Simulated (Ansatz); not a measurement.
`O[Si](O)(O)C12CC3CC(CC(C3)C1)C2`: single points at one geometry.

```yaml
crystal:
  periodic: [false, false, false]
  atoms:
    - {symbol: O, position_ang: [3.095381, -0.547046, -1.638808]}
    - {symbol: Si, position_ang: [2.591461, -0.217517, -0.068122]}
    - {symbol: O, position_ang: [3.090484, -1.465269, 0.943062]}
    - {symbol: O, position_ang: [3.304845, 1.216194, 0.447362]}
    - {symbol: C, position_ang: [0.723165, -0.061641, -0.018752]}
    - {symbol: C, position_ang: [0.257298, 1.069394, -0.973128]}
    - {symbol: C, position_ang: [-1.278534, 1.197267, -0.931340]}
    - {symbol: C, position_ang: [-1.914928, -0.135328, -1.373486]}
    - {symbol: C, position_ang: [-1.471552, -1.263635, -0.421350]}
    - {symbol: C, position_ang: [-1.918363, -0.929192, 1.015597]}
    - {symbol: C, position_ang: [-1.281865, 0.402358, 1.460652]}
    - {symbol: C, position_ang: [-1.725516, 1.528677, 0.506239]}
    - {symbol: C, position_ang: [0.254012, 0.273845, 1.421462]}
    - {symbol: C, position_ang: [0.064096, -1.394162, -0.462459]}
    - {symbol: H, position_ang: [3.644320, -1.347326, -1.706305]}
    - {symbol: H, position_ang: [3.745391, -1.183511, 1.604974]}
    - {symbol: H, position_ang: [3.908138, 1.602728, -0.210627]}
    - {symbol: H, position_ang: [0.730339, 2.030061, -0.674033]}
    - {symbol: H, position_ang: [0.595143, 0.851213, -2.009713]}
    - {symbol: H, position_ang: [-1.598729, 2.010064, -1.618616]}
    - {symbol: H, position_ang: [-3.023450, -0.048237, -1.373064]}
    - {symbol: H, position_ang: [-1.610605, -0.375144, -2.415593]}
    - {symbol: H, position_ang: [-1.930917, -2.223977, -0.741112]}
    - {symbol: H, position_ang: [-1.616588, -1.745331, 1.707654]}
    - {symbol: H, position_ang: [-3.026959, -0.858141, 1.064377]}
    - {symbol: H, position_ang: [-1.604524, 0.642435, 2.496884]}
    - {symbol: H, position_ang: [-2.830200, 1.649464, 0.544882]}
    - {symbol: H, position_ang: [-1.283637, 2.496645, 0.828543]}
    - {symbol: H, position_ang: [0.590128, -0.523200, 2.119824]}
    - {symbol: H, position_ang: [0.726345, 1.221555, 1.760547]}
    - {symbol: H, position_ang: [0.396169, -2.219479, 0.204515]}
    - {symbol: H, position_ang: [0.399673, -1.653773, -1.490038]}
basis:
  gaussian: {orbitals: def2-SVP, initial_orbitals: start.molden}
hamiltonian: {xc: pbe0, dispersion: d4}
scf: {omitted_lower_state_checks: [starts]}
output: {orbitals: {seedname: orbitals}}
```

The file start.molden holds the orbitals of an earlier run on this structure, at another level or in another basis.

```sh
$ ansatz run in.yaml --threads 6 --pin off --events-out ev --progress --plain --max-ram 7833MiB
```

It prints (some lines left out):

```
Functional definition: PBE0
  name "PBE0"
  cite "Adamo & Barone, J. Chem. Phys. 110, 6158 (1999) doi:10.1063/1.478522"
  cite "Perdew, Burke & Ernzerhof, Phys. Rev. Lett. 77, 3865 (1996) doi:10.1103/PhysRevLett.77.3865"
  parent pbe
  parameter a = 0.25
  parameter kappa = 0.804
  parameter beta = 0.06672455060314922
  exchange = (1 - a)*pbe_x(kappa = kappa, mu = beta*pi^2/3) + a*exact_x
  correlation = pbe_c(beta = beta)
these checks for a lower state are left out or cut short: starts
3249 factors; their error is unknown
mean field evaluation 1: about -24650.1060 eV, gradient 1.3e1 eV
mean field evaluation 2: about -24650.4995 eV, gradient 2.9e-1 eV
mean field evaluation 4: about -24650.5008 eV, gradient 7.4e-4 eV
mean field -24650.50075621 eV, -905.8891940810 hartree, gradient 1.5e-5 eV, S^2 0.000000; 0 other end points of the search recorded, 0 dependent functions left out
reference -24650.50079236 eV, -905.8891954096 hartree; 58, 58 occupied and 232, 232 virtual orbitals, 3249 factors
Total energy: -24651.51266164 eV, -905.9263809197 hartree
Checks for a lower state left out: starts
```

Run time 9.5 s (6 threads of Intel Xeon on a shared host), peak host memory 2 GiB.

First input, but with `gaussian: {orbitals: def2-TZVP, initial_orbitals: start.molden}`, `hamiltonian: {xc: pbe, dispersion: d4}` (abridged; 13 s):

```
Functional definition: PBE
mean field -24669.32141893 eV, -906.5808406790 hartree, gradient 3.1e-5 eV, S^2 0.000000
Total energy: -24670.49704099 eV, -906.6240439929 hartree
Checks for a lower state left out: starts
```

First input, but with `gaussian: {orbitals: def2-TZVP, initial_orbitals: start.molden}`, `output: {forces: true, orbitals: {seedname: orbitals}}` (abridged; 46 s):

```
Functional definition: PBE0
mean field -24671.97758144 eV, -906.6784528508 hartree, gradient 2.4e-5 eV, S^2 0.000000
Total energy: -24672.98949919 eV, -906.7156401422 hartree
Atom 0 force     0.132287    -0.356776     0.964530 eV/Å
Atom 1 force     0.530503    -0.045799    -0.012861 eV/Å
Atom 2 force     0.209860     0.996705    -0.187684 eV/Å
Atom 3 force     0.034650    -0.657603    -0.799897 eV/Å
Atom 4 force    -0.009866     0.002133     0.000214 eV/Å
Atom 5 force     0.107800     0.082932    -0.094176 eV/Å
Atom 6 force    -0.027374     0.071373    -0.058186 eV/Å
Atom 7 force    -0.085147    -0.017355    -0.114385 eV/Å
Atom 8 force    -0.039705    -0.084647    -0.029460 eV/Å
Atom 9 force    -0.085381    -0.081564     0.081515 eV/Å
Atom 10 force    -0.027644     0.020925     0.090543 eV/Å
Atom 11 force    -0.069488     0.119144     0.038830 eV/Å
Atom 12 force     0.108461     0.023336     0.122439 eV/Å
Atom 13 force     0.091493    -0.132997    -0.036675 eV/Å
Atom 14 force    -0.382714     0.559630     0.031194 eV/Å
Atom 15 force    -0.457295    -0.210792    -0.454626 eV/Å
Atom 16 force    -0.418494    -0.257145     0.468535 eV/Å
Atom 17 force    -0.249961    -0.428147    -0.126001 eV/Å
Atom 18 force    -0.182665     0.091905     0.468635 eV/Å
Atom 19 force     0.152198    -0.380518     0.321446 eV/Å
Atom 20 force     0.511408    -0.035541     0.022775 eV/Å
Atom 21 force    -0.123599     0.109880     0.483111 eV/Å
Atom 22 force     0.217422     0.449245     0.149580 eV/Å
Atom 23 force    -0.122344     0.377242    -0.321864 eV/Å
Atom 24 force     0.511458    -0.015167    -0.037565 eV/Å
Atom 25 force     0.153579    -0.112493    -0.485109 eV/Å
Atom 26 force     0.506559    -0.077768    -0.025527 eV/Å
Atom 27 force    -0.187703    -0.450478    -0.149690 eV/Å
Atom 28 force    -0.188522     0.355047    -0.317076 eV/Å
Atom 29 force    -0.242932    -0.420303    -0.159151 eV/Å
Atom 30 force    -0.179003     0.379411    -0.292563 eV/Å
Atom 31 force    -0.187843     0.126184     0.459150 eV/Å
Dipole moment:     0.246288    -0.015929    -0.011598 e Å
Checks for a lower state left out: starts
```

As the first input, with `correlation: {method: mp2}` and without the key `hamiltonian` (abridged; 11 s):

```
Functional definition: HF
mean field -24553.18893184 eV, -902.3130504958 hartree, gradient 2.7e-6 eV, S^2 0.000000
18 core orbitals not correlated: weight in the atoms' cores, before any rotation towards them, 1.000 or more for the frozen orbitals, at most 0.000 for the correlated occupied ones
second order -55.94839896 eV of doubles, -0.00000000 eV of singles
Total energy: -24609.13733080 eV, -904.3691162343 hartree
Checks for a lower state left out: starts
```

As the first input, with `gaussian: {orbitals: def2-TZVP, initial_orbitals: start.molden}`, `hamiltonian: {xc: r2scan, dispersion: d4}`, `output: {forces: true, orbitals: {seedname: orbitals}}` (abridged; 23 s):

```
Functional definition: r2SCAN
mean field -24684.64844386 eV, -907.1440984563 hartree, gradient 2.3e-5 eV, S^2 0.000000
Total energy: -24684.98273900 eV, -907.1563835759 hartree
Atom 0 force     0.042432    -0.237895     0.896321 eV/Å
Atom 1 force     0.536568    -0.046082    -0.013401 eV/Å
Atom 2 force     0.102472     0.888365    -0.246020 eV/Å
Atom 3 force    -0.052406    -0.647517    -0.662856 eV/Å
Atom 4 force     0.193208    -0.015161    -0.004835 eV/Å
Atom 5 force     0.200498     0.165233    -0.177754 eV/Å
Atom 6 force    -0.075338     0.168056    -0.139803 eV/Å
Atom 7 force    -0.177764    -0.034722    -0.233232 eV/Å
Atom 8 force    -0.104158    -0.197917    -0.066178 eV/Å
Atom 9 force    -0.178390    -0.166244     0.166085 eV/Å
Atom 10 force    -0.076049     0.050877     0.213567 eV/Å
Atom 11 force    -0.146149     0.243378     0.079764 eV/Å
Atom 12 force     0.201093     0.040689     0.238422 eV/Å
Atom 13 force     0.168072    -0.255157    -0.076572 eV/Å
Atom 14 force    -0.298057     0.429005     0.021141 eV/Å
Atom 15 force    -0.355321    -0.163533    -0.346497 eV/Å
Atom 16 force    -0.325377    -0.193774     0.360537 eV/Å
Atom 17 force    -0.231134    -0.385561    -0.109738 eV/Å
Atom 18 force    -0.169144     0.079129     0.422626 eV/Å
Atom 19 force     0.135971    -0.342303     0.289268 eV/Å
Atom 20 force     0.469416    -0.031528     0.026543 eV/Å
Atom 21 force    -0.109346     0.100771     0.444612 eV/Å
Atom 22 force     0.194638     0.404328     0.134622 eV/Å
Atom 23 force    -0.108187     0.347056    -0.296437 eV/Å
Atom 24 force     0.469452    -0.009494    -0.038180 eV/Å
Atom 25 force     0.137211    -0.101152    -0.436483 eV/Å
Atom 26 force     0.464149    -0.076838    -0.025381 eV/Å
Atom 27 force    -0.168417    -0.415125    -0.137837 eV/Å
Atom 28 force    -0.176352     0.317528    -0.287953 eV/Å
Atom 29 force    -0.223126    -0.376491    -0.146852 eV/Å
Atom 30 force    -0.165109     0.344493    -0.260091 eV/Å
Atom 31 force    -0.175355     0.117585     0.412591 eV/Å
Dipole moment:     0.252984    -0.016558    -0.011691 e Å
Checks for a lower state left out: starts
```

Geometry: PBE-D4/def2-SVP.

Correlated methods freeze 18 core orbitals.
